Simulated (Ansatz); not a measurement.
A run for Ansatz (a first-principles code): U-CCSD(T)/def2-QZVPP on AlSe, 2S+1 = 2, a spin state set in the input, which need not be the lowest, a point of a bond scan (R = 2.169 Å). Files ending in .json are basis or fitting sets from the Basis Set Exchange.

Ansatz 0.2 input:
```yaml
crystal:
  periodic: [false, false, false]
  atoms:
    - {symbol: Al, position_ang: [0.00000000, 0.00000000, 0.00000000]}
    - {symbol: Se, position_ang: [0.00000000, 0.00000000, 2.16941700]}
basis:
  gaussian:
    orbitals: def2-QZVPP.json
    pivot_positions_ang: [[0.00000000, 0.00000000, 0.00000000], [0.00000000, 0.00000000, 2.16941700]]
magnetization: {spin_polarized: true, initial_magnetization: 1}
correlation: {method: ccsd_t, electrons: valence}
output: {orbitals: {seedname: ./end}}
```

It printed:

```
WARN ansatz: RAYON_NUM_THREADS=2 ignored (pool sized by the plan → 2); use --threads N
Functional definition: HF
integrals: 0.69 GiB planned
1129 factors; integrals over basis functions are off by at most 2.6e-4 eV
mean field: 0.74 GiB planned
mean field evaluation 1: about -71886.4418 eV, gradient 1.3e1 eV
mean field evaluation 2: about -71886.4422 eV, gradient 1.3e1 eV
mean field evaluation 4: about -71887.9403 eV, gradient 2.2e0 eV
mean field evaluation 8: about -71888.0198 eV, gradient 2.3e-1 eV
mean field evaluation 16: about -71887.9399 eV, gradient 2.2e0 eV
mean field evaluation 32: about -71887.8215 eV, gradient 5.6e-1 eV
mean field evaluation 64: about -71887.6386 eV, gradient 2.8e-6 eV
mean field evaluation 96: about -71884.9283 eV, gradient 1.4e-3 eV
mean field evaluation 128: about -71885.7655 eV, gradient 1.1e-1 eV
mean field evaluation 160: about -71884.6801 eV, gradient 4.4e-4 eV
mean field evaluation 192: about -71883.9426 eV, gradient 3.7e-1 eV
mean field evaluation 224: about -71882.6429 eV, gradient 1.1e-1 eV
mean field evaluation 256: about -71887.6386 eV, gradient 1.2e-3 eV
mean field evaluation 288: about -71884.8648 eV, gradient 5.0e0 eV
mean field evaluation 320: about -71884.9283 eV, gradient 1.0e-3 eV
mean field evaluation 352: about -71884.6026 eV, gradient 2.6e-1 eV
mean field evaluation 384: about -71883.9264 eV, gradient 9.6e-3 eV
mean field evaluation 416: about -71883.9944 eV, gradient 5.3e-2 eV
mean field evaluation 448: about -71887.6382 eV, gradient 1.1e-1 eV
mean field evaluation 480: about -71885.7661 eV, gradient 9.3e-4 eV
mean field evaluation 512: about -71883.7189 eV, gradient 1.1e1 eV
mean field evaluation 544: about -71883.2198 eV, gradient 8.1e0 eV
mean field -71888.02407819 eV, -2641.8361574208 hartree, gradient 3.2e-6 eV, S^2 0.777918; 13 other end points of the search recorded, 0 dependent functions left out
determinant -71888.02407819 eV, -2641.8361574208 hartree, with singles and doubles -71904.55296739 eV, -2642.4435828951 hartree
determinant -71887.63864240 eV, -2641.8219929168 hartree, with singles and doubles -71903.96087833 eV, -2642.4218240235 hartree
determinant -71885.76606260 eV, -2641.7531768781 hartree, with singles and doubles -71901.20741754 eV, -2642.3206362056 hartree
determinant -71884.92829650 eV, -2641.7223895421 hartree, with singles and doubles -71901.07387268 eV, -2642.3157285227 hartree
determinant -71884.68008757 eV, -2641.7132680321 hartree, with singles and doubles -71900.91480394 eV, -2642.3098828544 hartree
determinant -71884.60494045 eV, -2641.7105064263 hartree, with singles and doubles -71900.87620458 eV, -2642.3084643540 hartree
14 core orbitals not correlated
reference -71888.02407819 eV, -2641.8361574208 hartree; 10, 9 occupied and 135, 136 virtual orbitals, 1129 factors
second order -16.77188860 eV of doubles, -0.00000000 eV of singles
coupled cluster: 1.47 GiB planned
cycle   1  -16.33949299 eV  change    -1.4e0 eV  update   2.3e-2
cycle   2  -16.37172635 eV  change   -3.2e-2 eV  update   5.7e-3
cycle   3  -16.36962944 eV  change    2.1e-3 eV  update   2.6e-3
cycle   4  -16.36904141 eV  change    5.9e-4 eV  update   9.9e-4
cycle   5  -16.36922724 eV  change   -1.9e-4 eV  update   4.7e-4
cycle   6  -16.36926828 eV  change   -4.1e-5 eV  update   2.5e-4
cycle   7  -16.36927336 eV  change   -5.1e-6 eV  update   1.2e-4
cycle   8  -16.36931873 eV  change   -4.5e-5 eV  update   5.1e-5
cycle   9  -16.36929394 eV  change    2.5e-5 eV  update   2.0e-5
cycle  10  -16.36928475 eV  change    9.2e-6 eV  update   8.5e-6
perturbative correction -0.57037871 eV, -0.0209610311 hartree
Total energy: -71904.96374165 eV, -2642.4586785709 hartree
```

Self-consistency was reached.

Cost: roughly 2.3 core-minutes.
